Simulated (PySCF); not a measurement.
Levels of Cs³⁶⁺ from EOM-EA-GCCSD

Reference: closed-shell Cs³⁷⁺, [Ar]; one electron is added. Calculated with PySCF 2.14, two-component X2C-1e with screened spin-orbit coupling, an even-tempered Gaussian basis (18 s from 2.5 bohr⁻², ratio 2.6; 14 p from 3.3 bohr⁻², ratio 2.6; 6 d from 3.3 bohr⁻², ratio 2.8; 3 f from 57 bohr⁻², ratio 2.8); frozen [Ne]; the 62 highest virtual spinors dropped; of the others 50 kept and the rest restored at second order. No Breit or QED terms. Binding energies in eV.

| level | Koopmans |
| --- | --- |
| 3d3/2 | 2419.7 |
| 3d5/2 | 2401.2 |

(1) How does correlation move these levels?

For comparison, the ionisation energy of Cs³⁶⁺ is 2422 ± 5 eV (theoretical estimate listed by NIST; NIST Atomic Spectra Database, ionization energies).

Only part of the computed levels is shown.

## Answers

(1) 3d3/2: second order 2421.0, EOM-CCSD 2420.7; 3d5/2: second order 2402.4, EOM-CCSD 2402.1.
